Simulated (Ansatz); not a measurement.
C2H8O2Sn, SMILES `C[O][SnH2][O]C`, relaxed with RKS PBE-D4/def2-SVP in Ansatz from a rough embedded geometry. The force threshold is 0.03 eV/Å; the program also tests the step.

Charge 0, multiplicity 1. Sn takes the def2 core potential.

Start:

```xyz
13

C     0.462   -1.659    1.119
O    -0.793   -1.301    0.584
Sn   -0.830    0.666    0.662
O     0.576    1.507   -0.421
C     0.375    1.059   -1.780
H     1.261   -1.323    0.475
H     0.544   -1.389    2.167
H     0.455   -2.797    1.057
H    -2.397    1.253    0.148
H    -0.610    1.190    2.370
H     1.178    1.448   -2.397
H    -0.614    1.455   -2.100
H     0.393   -0.107   -1.884
```

```csv
step,energy (eV),largest force (eV/Å),largest move (Å)
1,-12116.5102,2.879,0.000
2,-12116.9921,0.869,0.191
3,-12117.0570,0.413,0.091
4,-12117.0870,0.071,0.133
5,-12117.0915,0.033,0.052
6,-12117.0923,0.030,0.030
```

End:

```xyz
13

C     0.429   -1.818    1.171
O    -0.787   -1.226    0.758
Sn   -0.953    0.781    0.780
O     0.440    1.511   -0.478
C     0.391    1.144   -1.843
H     1.299   -1.532    0.532
H     0.704   -1.577    2.228
H     0.320   -2.923    1.106
H    -2.548    1.047    0.179
H    -0.479    1.440    2.301
H     1.236    1.641   -2.369
H    -0.549    1.467   -2.356
H     0.496    0.045   -2.009
```

It took 6.5 s on 4 threads of an Intel Xeon Platinum 8488C on a shared host, with 0.19 GiB of host memory at the peak.
